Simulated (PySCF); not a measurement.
C2H7OSi, SMILES C[SiH](C)[O] (connectivity only; charge and spin as stated), charge -1, multiplicity 1. Coordinates come from a B3LYP-D3(BJ)/def2-SVPD optimisation. The spin state was assumed, not searched. The isomer is the one that the SMILES or the coordinates give; other isomers of the formula were not compared.

These are PySCF with B3LYP-D3(BJ)/def2-SVPD values and carry that method's errors.

Harmonic wavenumbers (cm⁻¹): 141, 164, 206, 255, 287, 583, 586, 611, 719, 722, 802, 880, 887, 1057, 1201, 1206, 1416, 1419, 1421, 1433, 1938, 2979, 2982, 3055, 3059, 3070, 3071. Rotational constants (GHz): 5.839, 5.770, 3.345; symmetry number 1.

Q: Work out the zero-point energy and the ideal-gas rigid-rotor harmonic-oscillator thermochemistry at 298.15 K and 1 atm.

A: ZPE = ½ Σ hcν = ½ × 36149 cm⁻¹ = 51.68 kcal/mol. H − E(el) = 56.39 kcal/mol. Entropy in cal/(mol K): translation 38.87, rotation 25.46, vibration 13.25, total 77.58. G − E(el) = 33.26 kcal/mol. Cp = 24.58 cal/(mol K). Modes under 150 cm⁻¹ make the vibrational entropy uncertain.
